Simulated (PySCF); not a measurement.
Deuteron quadrupole couplings in `C[Si@H]([SiH2][SiH3])[SiH2]O[SiH3]`

CH14OSi5.
SMILES with atom numbers: `[CH3:1][Si@H:2]([SiH2:3][SiH3:4])[SiH2:5][O:6][SiH3:7]` (hydrogens: H8, H9, H10 on C1; H11 on Si2; H12, H13 on Si3; H14, H15, H16 on Si4; H17, H18 on Si5; H19, H20, H21 on Si7)

Geometry (GFN2-xTB, Å), atoms numbered from 1 in this order:
```xyz
21
CH14OSi5 angstrom
C     -1.2445   -2.9452    0.8428
Si    -0.7547   -1.1068    0.6712
Si    -1.8334   -0.1492   -1.1766
Si    -1.2908    2.0623   -1.5820
Si     1.5485   -0.9395    0.6653
O      1.7320    0.6658    0.4373
Si     2.5715    2.0299    0.2288
H     -0.7943   -3.4080    1.7167
H     -2.3205   -3.0531    0.9336
H     -0.9330   -3.5165   -0.0270
H     -1.3094   -0.4718    1.8949
H     -3.2996   -0.2959   -1.0766
H     -1.5365   -0.9518   -2.3820
H     -1.4358    2.8772   -0.3718
H     -2.1237    2.7125   -2.5997
H      0.0919    2.2081   -2.0414
H      2.2597   -1.6007   -0.4401
H      2.3169   -1.2694    1.8744
H      1.5841    3.0786    0.4602
H      3.6645    2.0722    1.1997
H      3.0982    2.0182   -1.1348
```

Level: PBE0/pcSseg-1 (PySCF, non-relativistic); Q(2H) = 0.00286 b; rigid geometry, the same for H and D, with no vibrational averaging.

Question: Rank these positions by the coupling χzz of a deuteron there, largest first.
A. H13 (Si–H hydrogen)
B. H15 (Si–H hydrogen)
C. H11 (Si–H hydrogen)
D. H9 (methyl hydrogen)

Answer: D (219 kHz), B (109 kHz), A (105 kHz), C (101 kHz).

Question: What are Vzz, η and χzz (234.96 MHz × Q × Vzz) at all hydrogens?

Answer: 
```json
{"atom": "H8", "bonded to": "C1", "bond length (Å)": "1.087", "Vzz (au)": "0.3243", "η": "0.01", "χzz (kHz)": "218"}
{"atom": "H9", "bonded to": "C1", "bond length (Å)": "1.085", "Vzz (au)": "0.3264", "η": "0.01", "χzz (kHz)": "219"}
{"atom": "H10", "bonded to": "C1", "bond length (Å)": "1.086", "Vzz (au)": "0.3239", "η": "0.01", "χzz (kHz)": "218"}
{"atom": "H11", "bonded to": "Si2", "bond length (Å)": "1.486", "Vzz (au)": "0.1502", "η": "0.00", "χzz (kHz)": "101"}
{"atom": "H12", "bonded to": "Si3", "bond length (Å)": "1.477", "Vzz (au)": "0.1573", "η": "0.01", "χzz (kHz)": "106"}
{"atom": "H13", "bonded to": "Si3", "bond length (Å)": "1.478", "Vzz (au)": "0.1562", "η": "0.01", "χzz (kHz)": "105"}
{"atom": "H14", "bonded to": "Si4", "bond length (Å)": "1.466", "Vzz (au)": "0.1630", "η": "0.00", "χzz (kHz)": "110"}
{"atom": "H15", "bonded to": "Si4", "bond length (Å)": "1.467", "Vzz (au)": "0.1628", "η": "0.00", "χzz (kHz)": "109"}
{"atom": "H16", "bonded to": "Si4", "bond length (Å)": "1.464", "Vzz (au)": "0.1649", "η": "0.01", "χzz (kHz)": "111"}
{"atom": "H17", "bonded to": "Si5", "bond length (Å)": "1.471", "Vzz (au)": "0.1552", "η": "0.04", "χzz (kHz)": "104"}
{"atom": "H18", "bonded to": "Si5", "bond length (Å)": "1.470", "Vzz (au)": "0.1564", "η": "0.04", "χzz (kHz)": "105"}
{"atom": "H19", "bonded to": "Si7", "bond length (Å)": "1.459", "Vzz (au)": "0.1630", "η": "0.02", "χzz (kHz)": "110"}
{"atom": "H20", "bonded to": "Si7", "bond length (Å)": "1.462", "Vzz (au)": "0.1602", "η": "0.03", "χzz (kHz)": "108"}
{"atom": "H21", "bonded to": "Si7", "bond length (Å)": "1.462", "Vzz (au)": "0.1609", "η": "0.03", "χzz (kHz)": "108"}
```

Question: Average by the element that carries the hydrogen.

Answer: on C: 218 kHz over 3 positions, mean bond length 1.086 Å; on Si: 107 kHz over 11 positions, mean bond length 1.469 Å.

Question: How does χzz go with the bond length over the 11 Si–H bonds?

Answer: A straight-line fit has a slope of -3.1 kHz for each 0.01 Å, with a correlation coefficient of -0.85, over lengths from 1.459 to 1.486 Å. The longer bonds have the smaller couplings here.

Question: Give the 2H NMR doublet splittings at H14 for a magnetic field along the z, y and x axes of the gradient: 3χ/2, 3χ(1 + η)/4, 3χ(1 − η)/4.

Answer: With |χ| = 109.5 kHz and η = 0.003: 164, 82 and 82 kHz, to first order and without motion.

Geometry: GFN2-xTB, one conformer, isolated molecule. GFN2-xTB bond lengths can be off by several hundredths of an ångström, more for odd bonds, and the gradients follow them. With a basis this small, the couplings can be 20 % off.
